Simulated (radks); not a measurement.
Values are calculated unless marked as measured or tabulated.
Ta III, configuration [Xe] 4f14 5d3. Code: a radial shooting solver on a logarithmic mesh with Libxc functionals. Model: Dirac Kohn-Sham, PBE, spin-unpolarised, spherical densities, point nucleus; open shells fill j = l - 1/2 first.

Unscreened Slater integrals over Kohn-Sham orbitals (hartree). Large and small components are both included. Empty in this configuration: 6s1/2.

| integral | value |
|---|---|
| F0(5d3/2,5d3/2) | 0.46221 |
| F2(5d3/2,5d3/2) | 0.23630 |
| F0(5d3/2,4f7/2) | 0.60226 |
| F2(5d3/2,4f7/2) | 0.13604 |
| G3(5d3/2,4f7/2) | 0.047384 |
| G5(5d3/2,4f7/2) | 0.036291 |
| F0(5d3/2,4f5/2) | 0.60320 |
| F2(5d3/2,4f5/2) | 0.13381 |
| G1(5d3/2,4f5/2) | 0.054753 |
| G3(5d3/2,4f5/2) | 0.045727 |
| F0(5d3/2,5p3/2) | 0.53977 |
| F2(5d3/2,5p3/2) | 0.25857 |
| G1(5d3/2,5p3/2) | 0.30806 |
| G3(5d3/2,5p3/2) | 0.18852 |
| F0(5d3/2,6s1/2) | 0.35512 |
| G2(5d3/2,6s1/2) | 0.10497 |
| F0(4f7/2,4f7/2) | 1.4386 |
| F2(4f7/2,4f7/2) | 0.68751 |
| F4(4f7/2,4f7/2) | 0.43214 |
| F6(4f7/2,4f7/2) | 0.31113 |
| F0(4f7/2,4f5/2) | 1.4503 |
| F2(4f7/2,4f5/2) | 0.69343 |
| F4(4f7/2,4f5/2) | 0.43595 |
| G2(4f7/2,4f5/2) | 0.69093 |
| G4(4f7/2,4f5/2) | 0.43445 |
| G6(4f7/2,4f5/2) | 0.31283 |
| F0(4f7/2,5p3/2) | 0.83222 |
| F2(4f7/2,5p3/2) | 0.26358 |
| G2(4f7/2,5p3/2) | 0.12044 |
| G4(4f7/2,5p3/2) | 0.095724 |
| F0(4f7/2,6s1/2) | 0.40518 |
| G3(4f7/2,6s1/2) | 0.013637 |
| F0(4f5/2,4f5/2) | 1.4622 |
| F2(4f5/2,4f5/2) | 0.69961 |
| F4(4f5/2,4f5/2) | 0.43994 |
| F0(4f5/2,5p3/2) | 0.83448 |
| F2(4f5/2,5p3/2) | 0.26063 |
| G2(4f5/2,5p3/2) | 0.11649 |
| G4(4f5/2,5p3/2) | 0.093071 |
| F0(4f5/2,6s1/2) | 0.40557 |
| G3(4f5/2,6s1/2) | 0.013341 |
| F0(5p3/2,5p3/2) | 0.67979 |
| F2(5p3/2,5p3/2) | 0.36551 |
| F0(5p3/2,6s1/2) | 0.38115 |
| G1(5p3/2,6s1/2) | 0.034807 |
| F0(6s1/2,6s1/2) | 0.30999 |
